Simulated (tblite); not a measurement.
Isomers of C3H6F3O2P. Computed values, GFN2-xTB/tblite, gas phase, harmonic and unscaled. This tight-binding method is rough: wavenumbers can miss measured ones by several per cent, in bad cases by 10 to 20. One conformer each.

Electronic energies: GFN2-xTB at the same geometries; isomer energies are rough at this level and their order can be wrong.

```json
{"SMILES": "CC[P@@](=O)(O)C(F)(F)F", "electronic energy, lowest = 0 (kcal/mol)": "8.1"}
{"SMILES": "C[P@@](=O)(O)CC(F)(F)F", "electronic energy, lowest = 0 (kcal/mol)": "0.0"}
{"SMILES": "C[P@@](=O)(CO)C(F)(F)F", "electronic energy, lowest = 0 (kcal/mol)": "37.0"}
```

Q: How do GFN2-xTB zero-point energies change the relative energies?

A: 
```
                SMILES  ZPE (kcal/mol)  of it from modes above 1550 cm⁻¹  electronic (kcal/mol)  with ZPE, lowest = 0 (kcal/mol)  lowest mode (cm⁻¹)  rings
C[P@@](=O)(O)CC(F)(F)F            60.0                              26.7                    0.0                              0.0                  56      0
CC[P@@](=O)(O)C(F)(F)F            60.4                              26.6                    8.1                              8.5                  29      0
C[P@@](=O)(CO)C(F)(F)F            59.5                              26.2                   37.0                             36.5                  34      0
```

The zero-point energies span 0.9 kcal/mol, from `C[P@@](=O)(CO)C(F)(F)F` to `CC[P@@](=O)(O)C(F)(F)F`. The order is unchanged.

Q: What do entropy and thermal enthalpy add at 298.15 K and 1 bar (rigid rotor, harmonic oscillator, one conformer each)?

A: 
```csv
SMILES,point group,symmetry number,S (cal/(mol K)),H − H(0) (kcal/mol),ZPE + H − H(0) − TS (kcal/mol)
C[P@@](=O)(O)CC(F)(F)F,C1,1,100.6,7.25,37.3
CC[P@@](=O)(O)C(F)(F)F,C1,1,104.5,7.56,36.8
C[P@@](=O)(CO)C(F)(F)F,C1,1,105.5,7.66,35.7
```
